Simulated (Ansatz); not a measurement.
`C#[C][SnH3]` → 2 C• + 4 H• + Sn•  (atomization)

Program: Ansatz. Geometries: PBE0-D4/def2-TZVP. ΔE: electronic, gas phase. CCSD(T)/CBS adds triple-zeta CCSD(T) − MP2 to the extrapolated MP2 energy (def2 sets, frozen cores). This one scheme is used for every species, atoms too. Functionals use def2-TZVPP. B3LYP here is the variant with VWN-RPA as its local correlation; programs differ in this. Open shells (•) are unrestricted, without spin–orbit coupling. Spin–orbit coupling would lower the free atoms: a little for C; strongly for Sn. def2 core potentials past Kr. For Sn outer-core shells are correlated without core-valence functions, so the limit isn't a true one: a few kJ/mol of doubt a bond, and 10 to 20 or more in all where bonds break to atoms.

```csv
species,B3LYP-D4 energy (Eh)
`C#[C][SnH3]`,-292.93551
C•,-37.85948
H•,-0.50215
Sn•,-214.32746
```

Problem. Work out ΔE.

Solution. ΔE = 4 × (-0.50215) + 2 × (-37.85948) + (-214.32746) − (-292.93551) = 0.88049 Eh = +2311.7 kJ/mol. CCSD(T)/CBS gives +2334.2 kJ/mol.

Largest T1 diagnostic among the species: 0.014.

In def2-TZVPP, CCSD(T) changes the Hartree–Fock value by +620.4 kJ/mol (the triples alone add +43.0 kJ/mol) and MP2 by +631.8 kJ/mol; breaking electron pairs costs correlation energy, which Hartree–Fock lacks. From PBE to PBE0 (25 % exact exchange), in def2-TZVPP and without D4, ΔE moves by −39.5 kJ/mol: exact exchange takes away binding that semilocal exchange gives to molecules.

For atomizations the MP2-based limit and the directly extrapolated one differ by several kJ/mol either way, and by 10 to 25 for some Ge, Se and Sn compounds, so smaller differences from it don't rank the levels.
